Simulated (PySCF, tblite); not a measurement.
Isomers of C5H2FO3S (doublet state), one GFN2-xTB conformer each. Single-point energies are computed at B3LYP/pcH-1 (PySCF, gas phase, no added dispersion term), electronic only. GFN2-xTB treats the open shell by occupation alone, and not every SCF solution was tested for stability.

**Question.** Rank them by B3LYP/pcH-1 energy, lowest first (kcal/mol).
A. `[O:1]=[C:2][O:3][C:4]1=[CH:5][S:6][C@@H:7]([F:8])[C:9]1=[O:10]` (doublet state) with O1–C2–O3–C4 -4°, C2–O3–C4–C5 10°
B. `[O:1]=[CH:2][O:3][C:4]1=[C:5][S:6][C@H:7]([F:8])[C:9]1=[O:10]` (doublet state) with O1–C2–O3–C4 -1°, C2–O3–C4–C5 0°

**Answer.** A (0.0), B (13.8).

GFN2-xTB itself gives, in the same order: 0.0, 11.2. Both levels put the same isomer lowest.

**Question.** What happens when harmonic zero-point energies from GFN2-xTB frequencies are added?

**Answer.** 
| SMILES | ZPE (kcal/mol) | electronic (kcal/mol) | with ZPE (kcal/mol) |
| --- | --- | --- | --- |
| O=[C]OC1=CS[C@@H](F)C1=O | 38.4 | 0.0 | 0.0 |
| O=COC1=[C]S[C@H](F)C1=O | 38.7 | 13.8 | 14.1 |

The zero-point energies span 0.3 kcal/mol. The order is unchanged.
